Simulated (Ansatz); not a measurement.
Relaxation of C₄H₁₀Si (15 atoms, charge 0, multiplicity 1), to a largest force component of 0.015 eV/Å in at most 40 steps.

The calculation used RKS PBE/def2-SVP (Ansatz 0.2.0).

```xyz
15
Properties=species:S:1:pos:R:3
C -0.665 1.078 1.933
C -0.191 -0.040 1.507
C 0.913 -0.144 0.513
C 0.646 -0.912 -0.743
Si -0.521 -0.053 -1.992
H -1.529 1.155 2.637
H -0.321 2.082 1.563
H -0.547 -0.950 1.902
H 1.342 0.864 0.310
H 1.765 -0.676 1.055
H 0.096 -1.877 -0.445
H 1.522 -1.169 -1.245
H 0.045 1.272 -2.392
H -1.897 0.224 -1.392
H -0.681 -0.902 -3.184
```

Where does it end, and by what steps?

It converged. After 13 steps the energy has fallen by 0.404 eV; H13 moved furthest, 0.30 Å.

| step | energy less start (eV) | largest force component (eV/Å) | accepted |
| --- | --- | --- | --- |
| 0 | 0.0000 | 4.100 | yes |
| 1 | -0.3344 | 1.019 | yes |
| 2 | -0.3674 | 0.902 | yes |
| 3 | -0.2466 | 1.707 | no |
| 4 | -0.3971 | 0.180 | yes |
| 5 | -0.3676 | 0.636 | no |
| 6 | -0.4001 | 0.029 | yes |
| 7 | -0.4009 | 0.031 | yes |
| 8 | -0.4018 | 0.058 | yes |
| 9 | -0.4029 | 0.061 | yes |
| 10 | -0.4033 | 0.038 | yes |
| 11 | -0.4036 | 0.017 | yes |
| 12 | -0.4036 | 0.026 | no |
| 13 | -0.4036 | 0.003 | yes |

```xyz
15
Properties=species:S:1:pos:R:3
C -0.667 1.201 1.895
C -0.211 0.014 1.458
C 0.979 -0.190 0.560
C 0.651 -0.943 -0.749
Si -0.584 -0.077 -1.913
H -1.548 1.274 2.552
H -0.173 2.146 1.614
H -0.744 -0.907 1.765
H 1.441 0.794 0.328
H 1.751 -0.771 1.117
H 0.248 -1.956 -0.522
H 1.585 -1.116 -1.327
H -0.148 1.341 -2.177
H -1.977 -0.049 -1.346
H -0.625 -0.813 -3.227
```

Whether the end is a true minimum wasn't checked by a vibrational analysis.

The run took 24 s on 2 threads of INTEL(R) XEON(R) PLATINUM 8581C CPU @ 2.10GHz (Emerald Rapids) (shared host), peak memory 0.18 GiB.
